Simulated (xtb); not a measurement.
Mg(SH)(SeH) (H2MgSSe), SMILES [Mg]([SH])[SeH]. All values are semi-empirical tight-binding results from xtb (GFN2-xTB unless named), good for trends rather than for accurate numbers. Coordinates come from a GFN2-xTB optimisation. One conformer was computed; it need not be the lowest.

Optimised geometry:

```xyz
5

Mg     0.0962    -0.2128    -0.9158
S      0.6185     1.6293    -2.2036
H      1.1460     1.0102    -3.2498
Se    -0.3290    -0.6648     1.4171
H     -1.0106    -1.9245     1.3148
```

For metal compounds this method's bond lengths and energies can be far off.

* **orbital gap**: 2.25 eV
* **zero-point energy**: 8.8 kcal/mol
* **G − E(el) at 298.15 K (modified RRHO)**: -11.5 kcal/mol

Computed atomic charges and the Wiberg bond orders between heavy atoms:
charges (e) Mg1 0.50, S2 -0.44, H3 0.16, Se4 -0.39, H5 0.17. Bond orders Mg1–S2 0.89, Mg1–Se4 0.92.
